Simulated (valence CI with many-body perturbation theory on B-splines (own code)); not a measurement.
# Mo¹¹⁺: calculated level list

Calculated by valence CI with perturbative core correlation (CI+MBPT): three valence electrons over a frozen Dirac-Fock core [Ar] 3d10, a basis of 9 s, 9 p, 8 d, 6 f, 3 g, 1 h functions for each j, with the one-electron correlation potential Σ1 (screened to all orders), the two-electron term Σ2, the three-electron term Σ3, Breit, model QED; selected single and double excitations, second order for the rest, scaled by the run's own slope (own B-spline code, finite nucleus).

No measured spectrum was set against this ion. As an estimate, levels hold to about 250 cm⁻¹ or 0.2 % of their energy and the worst to 1 %, as in measured heavy ions of charge 2 to 7; those with d or f electrons hold less well.

Levels 1 to 32 of 32, with energies above the lowest level, 4s2 4p 2P°_1/2. "Leading %" is the weight of the configuration and term that name the level; weights of strongly mixed levels are sums over their largest components and can fall short, so below about 35 % the name and the second component can differ from the true leading terms, or belong to a minority configuration. In the jj column 3d3/2^4 stands for four electrons in 3d with j = 3/2.

```tsv
No.	Configuration	Term	J	E (cm⁻¹)	Leading %	g	Leading jj	Second component
1	4s2 4p	2P°	1/2	0	98	0.665	4s^2 4p1/2 (98 %)	
2	4s2 4p	2P°	3/2	28466	98	1.333	4s^2 4p3/2 (98 %)	
3	4s 4p2	4P	1/2	197590	95	2.632	4s 4p1/2^2 (64 %)	4 % 4s 4p2 2S
4	4s 4p2	4P	3/2	211370	99	1.726	4s 4p1/2 4p3/2 (94 %)	
5	4s 4p2	4P	5/2	224040	90	1.562	4s 4p1/2 4p3/2 (63 %)	9 % 4s 4p2 2D
6	4s 4p2	2D	3/2	262360	89	0.823	4s 4p1/2 4p3/2 (74 %)	5 % 4s2 4d 2D
7	4s 4p2	2D	5/2	269110	84	1.238	4s 4p3/2^2 (61 %)	9 % 4s 4p2 4P
8	4s 4p2	2P	1/2	297260	50	1.344	4s 4p1/2 4p3/2 (47 %)	45 % 4s 4p2 2S
9	4s 4p2	2S	1/2	325730	50	1.360	4s 4p3/2^2 (73 %)	47 % 4s 4p2 2P
10	4s 4p2	2P	3/2	332290	94	1.317	4s 4p3/2^2 (70 %)	
11	4s2 4d	2D	3/2	424180	92	0.800	4s^2 4d3/2 (92 %)	6 % 4s 4p2 2D
12	4s2 4d	2D	5/2	428480	92	1.200	4s^2 4d5/2 (92 %)	5 % 4s 4p2 2D
13	4p3	4S°	3/2	493550	43	1.437	4p1/2^2 4p3/2 (82 %)	30 % 4p3 2D°
14	4p3	4S°	3/2	507650	47	1.372	4p1/2 4p3/2^2 (90 %)	43 % 4p3 2D°
15	4p3	2D°	5/2	510140	83	1.199	4p1/2 4p3/2^2 (83 %)	15 % 4s 4p 4d 2D°
16	4p3	2P°	1/2	546510	89	0.665	4p1/2 4p3/2^2 (89 %)	9 % 4s 4p 4d 2P°
17	4p3	2P°	3/2	559800	68	1.323	4p3/2^3 (78 %)	9 % 4p3 2D°
18	4s 4p 4d	4F°	3/2	582620	96	0.418	4s 4p1/2 4d3/2 (87 %)	
19	4s 4p 4d	4F°	5/2	588530	95	1.038	4s 4p1/2 4d3/2 (47 %)	
20	4s 4p 4d	4F°	7/2	597780	95	1.244	4s 4p1/2 4d5/2 (53 %)	
21	4s 4p 4d	4F°	9/2	612040	100	1.333	4s 4p3/2 4d5/2 (100 %)	
22	4s 4p 4d	4P°	5/2	617000	62	1.487	4s 4p1/2 4d5/2 (88 %)	21 % 4s 4p 4d 4D°
23	4s 4p 4d	4D°	3/2	620930	52	1.399	4s 4p1/2 4d3/2 (46 %)	40 % 4s 4p 4d 4P°
24	4s 4p 4d	4D°	1/2	623310	83	0.381	4s 4p1/2 4d3/2 (70 %)	14 % 4s 4p 4d 4P°
25	4s 4p 4d	4P°	1/2	638350	86	2.295	4s 4p3/2 4d3/2 (96 %)	14 % 4s 4p 4d 4D°
26	4s 4p 4d	4D°	5/2	638600	57	1.285	4s 4p3/2 4d3/2 (66 %)	26 % 4s 4p 4d 2D°
27	4s 4p 4d	4D°	3/2	638770	38	1.198	4s 4p3/2 4d3/2 (82 %)	28 % 4s 4p 4d 2D°
28	4s 4p 4d	4D°	7/2	639920	94	1.416	4s 4p3/2 4d5/2 (63 %)	4 % 4s 4p 4d 4F°
29	4s 4p 4d	2D°	3/2	641510	54	1.130	4s 4p3/2 4d5/2 (46 %)	31 % 4s 4p 4d 4P°
30	4s 4p 4d	2D°	5/2	643520	33	1.306	4s 4p3/2 4d5/2 (64 %)	32 % 4s 4p 4d 4P°
31	4s 4p 4d	2F°	5/2	657120	76	0.943	4s 4p1/2 4d5/2 (38 %)	19 % 4s 4p 4d 2D°
32	4s 4p 4d	2F°	7/2	677540	98	1.143	4s 4p3/2 4d5/2 (68 %)
```

Names give the largest LS component (configuration and term), which can be under half, so a name can repeat, a term be missing and a line seem to break the LS rules; names also repeat where a configuration has a term twice.

Where two levels of one J and parity lie close, their mixing, g and order are uncertain.

The ionisation energy to 4s2 1S_0 of the next ion comes out as 230.93 eV (NIST: 230.28 ± 0.06 eV (semi-empirical)). All 32 levels together are meant to be complete up to 683390 cm⁻¹.
